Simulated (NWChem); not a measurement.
System: C3HF4, doublet; SMILES [CH]=C(F)C(F)(F)F

Input file for NWChem:

```
start job
memory heap 200 mb stack 900 mb global 1100 mb
geometry units angstroms noautosym nocenter noautoz
  C     -1.348535    -1.562278    -0.000821
  C     -0.171892    -0.962673    -0.000181
  F      1.004152    -1.613214     0.001501
  C      0.026069     0.547427     0.000028
  F      0.727517     0.936458    -1.084409
  F      0.711540     0.938401     1.094058
  F     -1.161499     1.184081    -0.009070
  H     -2.413962    -1.323217    -0.002199
end
basis spherical
  * library def2-svp
end
dft
  odft
  mult 2
  xc m06-2x
  iterations 150
end
cosmo
  dielec 37.5
end
task dft energy
```

All runs use the structure optimised with PBE-D3(BJ)/def2-SVP, spin-unrestricted. No frequency run checked for a minimum. No stability test was run on the SCF state.

Level: M06-2X/def2-SVP with COSMO at NWChem's default radii, gas-phase geometry; the question gives the dielectric constant. Reactions with the solvent are ignored.

Question: Give the results of this calculation. (M06-2X/def2-SVP, spin-unrestricted, COSMO on the gas-phase geometry.) Quantities: electrostatic solvation energy (kcal/mol); dipole in solution (D).

Answer: electrostatic solvation energy (kcal/mol): -2.5
dipole in solution (D): 2.57
